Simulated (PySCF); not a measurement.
WO2Cl2, SMILES [O]=[W](=[O])([Cl])[Cl], multiplicity 1.

Geometry: B3LYP-D3(BJ)/def2-SVP. The spin state was assumed, not searched. The isomer is the one that the SMILES or the coordinates give; other isomers of the formula were not compared. The def2 effective core potentials stand for the cores of W; spin–orbit coupling is left out.

All values below come from PySCF with TDA-PBE/def2-SVPD.

Vertical excitations. Isolated molecule, no solvent. State labels are in the subgroup C2v.

Computed UV-visible absorptions:
```json
[
 {"state": "S1", "symmetry": "B2", "energy (eV)": "4.24", "λ (nm)": "293", "f": "0.004", "main pairs": "HOMO→LUMO 96 %"},
 {"state": "S2", "symmetry": "A2", "energy (eV)": "4.61", "λ (nm)": "269", "f": "0.000", "main pairs": "HOMO−1→LUMO 100 %"},
 {"state": "S3", "symmetry": "B1", "energy (eV)": "4.76", "λ (nm)": "261", "f": "0.002", "main pairs": "HOMO→LUMO+1 74 %, HOMO−2→LUMO 23 %"},
 {"state": "S4", "symmetry": "B2", "energy (eV)": "4.88", "λ (nm)": "254", "f": "0.000", "main pairs": "HOMO−3→LUMO 98 %"},
 {"state": "S5", "symmetry": "B1", "energy (eV)": "4.96", "λ (nm)": "250", "f": "0.035", "main pairs": "HOMO−2→LUMO 61 %, HOMO→LUMO+1 25 %"},
 {"state": "S6", "symmetry": "A1", "energy (eV)": "5.08", "λ (nm)": "244", "f": "0.001", "main pairs": "HOMO−4→LUMO 70 %, HOMO−1→LUMO+1 29 %"},
 {"state": "S7", "symmetry": "A2", "energy (eV)": "5.21", "λ (nm)": "238", "f": "0.000", "main pairs": "HOMO→LUMO+2 99 %"},
 {"state": "S8", "symmetry": "B2", "energy (eV)": "5.33", "λ (nm)": "233", "f": "0.002", "main pairs": "HOMO−2→LUMO+1 85 %"},
 {"state": "S9", "symmetry": "B1", "energy (eV)": "5.45", "λ (nm)": "227", "f": "0.000", "main pairs": "HOMO−3→LUMO+1 55 %, HOMO−5→LUMO 45 %"},
 {"state": "S10", "symmetry": "A1", "energy (eV)": "5.48", "λ (nm)": "226", "f": "0.013", "main pairs": "HOMO−1→LUMO+1 45 %, HOMO−2→LUMO+2 37 %, HOMO−4→LUMO 13 %"},
 {"state": "T1", "symmetry": "B2", "energy (eV)": "3.89", "λ (nm)": "319", "f": "0", "main pairs": "HOMO→LUMO 99 %"},
 {"state": "T2", "symmetry": "B1", "energy (eV)": "4.37", "λ (nm)": "284", "f": "0", "main pairs": "HOMO−2→LUMO 68 %, HOMO→LUMO+1 31 %"},
 {"state": "T3", "symmetry": "A2", "energy (eV)": "4.43", "λ (nm)": "280", "f": "0", "main pairs": "HOMO−1→LUMO 99 %"},
 {"state": "T4", "symmetry": "B1", "energy (eV)": "4.47", "λ (nm)": "277", "f": "0", "main pairs": "HOMO→LUMO+1 67 %, HOMO−2→LUMO 31 %"}
]
```
Triplets are in the Tamm–Dancoff approximation.
